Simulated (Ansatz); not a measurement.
`[CH3][GeH2][Cl]` → CH₄ + `[Cl][GeH]` at 298.15 K and 1 bar (germylene formation by 1,1-elimination).

Isolated molecules relaxed with PBE0-D4/def2-TZVP in Ansatz; ΔE leaves out vibrations. CCSD(T)/CBS adds triple-zeta CCSD(T) − MP2 to the extrapolated MP2 energy (def2 sets, frozen cores). This one scheme is used for every species. For Ge outer-core shells are correlated without core-valence functions, which leaves a few kJ/mol of doubt a bond. Scalar relativity is left out up to krypton.

```csv
species,CCSD(T)/CBS energy (Eh),H − E (kJ/mol),S (J/(mol·K))
`[CH3][GeH2][Cl]`,-2576.99593,157.6,313.0
CH₄,-40.46206,127.4,186.2
`[Cl][GeH]`,-2536.49422,29.1,264.4
```

H − E and S are ideal-gas, rigid-rotor, harmonic terms from PBE0-D4/def2-TZVP. 1 Eh = 2625.50 kJ/mol, R = 8.31446 J/(mol·K).

Task: By hand: ΔE, ΔH, ΔS and ΔG.

Result: ΔE = (-40.46206) + (-2536.49422) − (-2576.99593) = 0.03965 Eh = 104.1 kJ/mol. Δ(H − E) = 127.4 + 29.1 − 157.6 = -1.1, so ΔH = 103.0 kJ/mol. ΔS = 186.2 + 264.4 − 313.0 = 137.6 J/(mol·K). ΔG = 103.0 − 298.15 × (137.6)/1000 = 62.0 kJ/mol.

Task: By hand: the equilibrium constant, and the temperature at which ΔG would vanish if ΔH and ΔS stayed fixed.

Result: log₁₀ K = −ΔG/(RT ln 10) = -10.9. ΔG = 0 at ΔH/ΔS = 749 K.

The number of gas molecules changes by +1, which sets the sign of ΔS. A doubt of 5 kJ/mol in ΔE shifts log₁₀ K by 0.9 here. These are equilibria of isolated gas molecules and say nothing of rates. Largest T1 diagnostic: 0.013 (customary marks: 0.02 for closed shells, 0.045 for open ones).
